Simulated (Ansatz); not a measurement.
Stepwise reaction of `CB([SeH])[SeH]` with methanol, as a gas-phase model of exchange steps in deposition or etching. ΔE in kJ/mol.

Gas-phase electronic energies from Ansatz, PBE0-D4/def2-TZVP geometries. CBS: MP2 limit from def2 TZ/QZ plus the TZ coupled-cluster correction, frozen cores. This one scheme is used for every species. DFT in def2-TZVPP. B3LYP here is the variant with VWN-RPA as its local correlation; programs differ in this. For Se outer-core shells are correlated without core-valence functions, which leaves a few kJ/mol of doubt a bond. Scalar relativity is left out up to krypton. One conformer a species, not always the lowest.

| step | reaction | PBE-D4 | B3LYP-D4 | ωB97M-V | CCSD(T)/CBS |
| --- | --- | --- | --- | --- | --- |
| 1 | `CB([SeH])[SeH]` + CH₃OH → `COB(C)[SeH]` + H₂Se | -55.4 | -66.5 | -68.1 | -59.2 |
| 2 | `COB(C)[SeH]` + CH₃OH → `COB(C)OC` + H₂Se | -57.4 | -69.5 | -69.8 | -61.2 |

(1) By hand: ΔE of the 2 steps together at CCSD(T)/CBS.

Results:

(1) (-59.2) + (-61.2) = -120.4 kJ/mol, or -60.2 kJ/mol a step.

In ΔE the steps differ by no more than 2.0 kJ/mol. All are downhill at CCSD(T)/CBS. PBE-D4 differs from CCSD(T)/CBS by 3.8 to 3.8 kJ/mol a step. Isolated molecules leave out the surface, adducts and barriers. Largest T1 diagnostic: 0.012.
